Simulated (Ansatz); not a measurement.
Ge₃⁺. Total charge 1; quartet. Geometry PBE0-D4/def2-TZVP; atoms count from 1.

```xyz
3

Ge   -0.7581    0.2518   -1.1802
Ge   -0.4152   -1.0132    0.9110
Ge    1.1733    0.7614    0.2692
```

The structure comes from a short search, and lower isomers may exist.

**Question.** Estimate the Mulliken populations from the PBE0/def2-TZVP orbitals of Ansatz.

**Answer.** 
```json
{"atom": "Ge1", "charge (e)": "0.33", "spin (α − β)": "1.00"}
{"atom": "Ge2", "charge (e)": "0.33", "spin (α − β)": "1.00"}
{"atom": "Ge3", "charge (e)": "0.33", "spin (α − β)": "1.00"}
```
Mulliken values and Mayer orders depend strongly on the basis.

**Question.** Where does the spin sit?

**Answer.** Summed by element: Ge 3.00, of 3 unpaired in all. Largest on single atoms: Ge1 1.00, Ge2 1.00, Ge3 1.00.

**Question.** And the Mayer bond orders between bonded heavy atoms (over 0.3)?

**Answer.** Ge1–Ge2 1.10 (2.47 Å); Ge1–Ge3 1.10 (2.47 Å); Ge2–Ge3 1.11 (2.47 Å).
